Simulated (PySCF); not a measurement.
PySCF input for Cl3Ga, SMILES [Cl][Ga-]([Cl])[Cl], charge -1, multiplicity 2, IEF-PCM-ωB97X/def2-SVPD. Geometry: B3LYP-D3(BJ)/def2-SVPD.

```python
import numpy as np
from pyscf import gto, scf, dft
from pyscf.solvent import pcm

mol = gto.M(
    atom='''
    Ga   -0.00000000   -0.00000000   -0.51172887
    Cl    1.87116125    1.08031545    0.31105088
    Cl   -1.87116125    1.08031546    0.31105088
    Cl   -0.00000000   -2.16063091    0.31105088
    ''',
    basis='def2-SVPD',
    charge=-1,
    spin=1,
    max_memory=1600,
    verbose=3,
)
mf = dft.UKS(mol, xc='wb97x').density_fit(auxbasis='def2-universal-jkfit')
mf.grids.level = 3
mf.conv_tol = 1e-9
mf.max_cycle = 100
mf.kernel()
fine, coarse = mf.grids, dft.Grids(mol).set(level=1).build(with_non0tab=True)
for _ in range(3):  # follow internal instabilities
    mf.grids = coarse
    mo, _, stable, _ = mf.stability(return_status=True, nroots=4)
    mf.grids = fine
    if stable:
        break
    mf.kernel(mf.make_rdm1(mo, mf.mo_occ))
res = {}
for name, eps in {'water': 78.355, 'toluene': 2.3741, 'benzene': 2.2706}.items():
    s = mf.PCM()
    s.with_solvent.method, s.with_solvent.eps, s.with_solvent.lebedev_order = 'IEF-PCM', eps, 29
    s.kernel(mf.make_rdm1())
    res[name] = (s.e_tot, eps, s.dip_moment(), s.mo_energy, s.converged)
    print(f'{name}: electrostatic solvation free energy {(s.e_tot - mf.e_tot) * 627.509474:.3f} kcal/mol')
```

Log of the run:

```

WARN: HOMO -0.182091788142822 >= LUMO -0.182091788142817

converged SCF energy = -3305.07785154839  <S^2> = 0.75395178  2S+1 = 2.0039479
<class 'pyscf.df.df_jk.DFUKS'> wavefunction is stable in the internal stability analysis

WARN: PCM is an experimental feature. It is still in testing.
Features and APIs may be changed in the future.

converged SCF energy = -3305.15404090869  <S^2> = 0.75375771  2S+1 = 2.0037542

WARN: System has nonzero charge -1; the dipole moment is origin-dependent.
Location of origin: [0. 0. 0.]

Dipole moment(X, Y, Z, Debye):  0.00000,  0.00037, -2.35040
water: electrostatic solvation free energy -47.810 kcal/mol

WARN: PCM is an experimental feature. It is still in testing.
Features and APIs may be changed in the future.

converged SCF energy = -3305.12179790507  <S^2> = 0.75386813  2S+1 = 2.0038644

WARN: System has nonzero charge -1; the dipole moment is origin-dependent.
Location of origin: [0. 0. 0.]

Dipole moment(X, Y, Z, Debye):  0.00000,  0.00359, -1.87677
toluene: electrostatic solvation free energy -27.577 kcal/mol

WARN: PCM is an experimental feature. It is still in testing.
Features and APIs may be changed in the future.

converged SCF energy = -3305.12031535396  <S^2> = 0.75387177  2S+1 = 2.003868

WARN: System has nonzero charge -1; the dipole moment is origin-dependent.
Location of origin: [0. 0. 0.]

Dipole moment(X, Y, Z, Debye):  0.00000,  0.00351, -1.86274
benzene: electrostatic solvation free energy -26.646 kcal/mol
```

Self-consistency was reached.
